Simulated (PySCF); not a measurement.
MgH₂, SMILES [MgH2]. Geometry: PBE0-D3(BJ)/def2-TZVPD.

Computed equilibrium geometry at PBE0-D3(BJ)/def2-TZVPD (PySCF confirms it by a frequency run) as Cartesian coordinates in Å, and its point group:
point group D∞h.
```xyz
3

Mg     0.0000     0.0000     0.0000
H      0.0000     0.0000    -1.7061
H      0.0000     0.0000     1.7061
```
Charge 0, spin multiplicity 1.
